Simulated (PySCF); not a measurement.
## TeH⁺: frontier orbitals

PBE0 at R = 1.678 Å; basis Te def2-SVP with ECP28, H def2-SVP; scalar-relativistic core potentials; PySCF 2.14. State: ³Σ⁻ (triplet), unpaired electrons π ↑↑. Only the outer orbitals are listed, counted within each symmetry, core potentials removing the inner ones.

| spin | orbital | occ. | ε (eV) | on Te (%) | main shells (%) |
| --- | --- | --- | --- | --- | --- |
| α | 4σ | 1 | -26.42 | 94 | 93 Te s |
| α | 5σ | 1 | -17.72 | 68 | 60 Te p, 32 H s |
| α | 3π | 1 | -15.50 | 100 | 100 Te p |
| α | 3π | 1 | -15.50 | 100 | 100 Te p |
| α | 6σ | 0 | -7.13 | 47 | 53 H s, 38 Te p, 11 Te d |
| α | 7σ | 0 | -1.05 | 98 | 84 Te s, 12 Te d |
| α | 4π | 0 | 0.96 | 98 | 98 Te d |
| β | 4σ | 1 | -24.40 | 89 | 87 Te s, 11 H s |
| β | 5σ | 1 | -17.18 | 65 | 53 Te p, 35 H s, 10 Te s |
| β | 3π | 0 | -11.29 | 100 | 100 Te p |
| β | 3π | 0 | -11.29 | 100 | 100 Te p |
| β | 6σ | 0 | -6.63 | 52 | 48 H s, 43 Te p |

**Question.** Which are the highest filled and the lowest empty level, where do they sit, and how wide is the gap?

**Answer.** Highest filled α 3π at -15.50 eV (in %: 100 Te p); lowest empty β 3π at -11.29 eV (in %: 100 Te p); the gap at PBE0 is 4.21 eV. Both belong to one degenerate shell, split only by its one-sided filling, so this is no excitation gap.

- bond order (Mayer): 0.96
- ⟨S²⟩: 2.006
- charge on Te (Mulliken, basis-dependent): 0.85
- charge on Te (Löwdin, basis-dependent): 0.96
- dipole moment (positive dipole points towards H; it is taken about the centre of mass and depends on that origin): 0.83 D
- polarisability along the bond: 27.7 bohr³
- polarisability across the bond: 17.5 bohr³

Spin–orbit coupling is left out. The state was picked by a PBE0 search and need not be the measured ground state.
